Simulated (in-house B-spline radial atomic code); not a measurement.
RPA and G0W0 on PBEsol: F⁵⁺

Configuration [He] 2s2, mean-field start PBEsol. Computed with a B-spline radial code for spherical atoms: all electrons, scalar-relativistic (spin-free one-electron X2C), finite nucleus, each spin shell either full or empty, empty states to l = 9 with an (l + 1/2)⁻⁴ tail; G0W0 by contour deformation at full frequency.

Command:
```bash
python run_gw.py task.json out
```
Settings (radii: box in bohr, nucleus in fm):
```
Z                        9
electrons                4
configuration            [He] 2s2
hamiltonian              x2c
method                   pbesol
lmax                     9
rms_radius               2.8976
spin_polarised           False
box_radius               10.43
intervals                69
ion_configuration        [He] 2s1
```

Cost of the run: 2.5 s on 1 thread of Arm Neoverse N1 (shared host).

Energies (hartree):

```csv
term,value
mean-field total,-87.79602
Hartree-Fock functional on these orbitals,-88.01957
direct second order,-0.41553
second-order exchange,0.20445
SOSEX correction,0.14402
```

(1) What is the RPA correlation energy, and what remains with SOSEX?

Quasi-particle levels (eV):

```
level  occupied  mean field  Σx - vxc     Σc  QP weight     G0W0
   2s       yes     -143.75    -10.60      ?          ?        ?
   1s       yes     -814.84    -58.54   7.60      0.885  -865.78
   2p        no     -127.85     14.71  -1.69      0.967  -114.83
```

G0W0 = mean field + (Σx - vxc) + Σc, with Σc (partial-wave tail included) taken at the quasi-particle energy.

(2) Where does G0W0 put 2s?

(3) What does it cost to remove one electron (to [He] 2s1) by differences of total energies, each species on its own start (correlation terms add to the Hartree-Fock functional)?

## Answers

(1) RPA gives -0.29332 hartree (-2 eV per electron); RPA + SOSEX gives -0.1493, and the second-order doubles -0.21108 hartree (no singles). SOSEX takes back 49 % of the RPA value.

(2) At -157.27 eV, with Σc = -2.92 eV and a quasi-particle weight of 0.946. The tabulated removal energy is 157.163 eV (NIST, measured).

(3) PBEsol 155.17 eV, Hartree-Fock functional 154.02 eV, + RPA 157.57 eV, + RPA + SOSEX 156.70 eV, + second order 158.33 eV. Tabulated: 157.163 eV (NIST, measured).
